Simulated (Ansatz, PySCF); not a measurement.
This PySCF input computes a PBE0/def2-TZVPD energy:

```python
from pyscf import gto, scf, dft

mol = gto.M(
    atom='''
    Ge    0.14873945   -0.02319735    0.18657275
    O     0.91303674    0.23121470   -1.31521284
    O    -1.50799452   -0.13842532    0.56892185
    ''',
    basis='def2-tzvpd',
    charge=-1,
    spin=1,
    verbose=4,
)

mf = dft.UKS(mol, xc='pbe0').density_fit(auxbasis='def2-universal-jkfit')
mf.grids.level = 3
mf.conv_tol = 1e-9
mf.max_cycle = 100
mf.max_memory = 1500
mf.kernel()
if not mf.converged:
    mf = mf.newton()
    mf.kernel(mf.make_rdm1())
for _ in range(2):
    mo, _, stable, _ = mf.stability(return_status=True)
    if stable:
        break
    mf.kernel(mf.make_rdm1(mo, mf.mo_occ))
mf.analyze()
```

Problem. Write an input for the same energy in Ansatz (a program for electronic structure) and say what it gives.

Solution. 
Ansatz 0.2 input:
```yaml
crystal:
  periodic: [false, false, false]
  atoms:
    - {symbol: Ge, position_ang: [0.14873945, -0.02319735, 0.18657275]}
    - {symbol: O, position_ang: [0.91303674, 0.23121470, -1.31521284]}
    - {symbol: O, position_ang: [-1.50799452, -0.13842532, 0.56892185]}
basis:
  gaussian:
    orbitals: def2-TZVPD
hamiltonian:
  xc: {name: PBE0}
total_charge: -1
magnetization: {spin_polarized: true, initial_magnetization: 1}
output: {forces: true}
```
It gives -2227.12801 Eh, and PySCF -2227.12805 Eh, a difference of 0.04 mEh, from the treatment of integrals and grids.
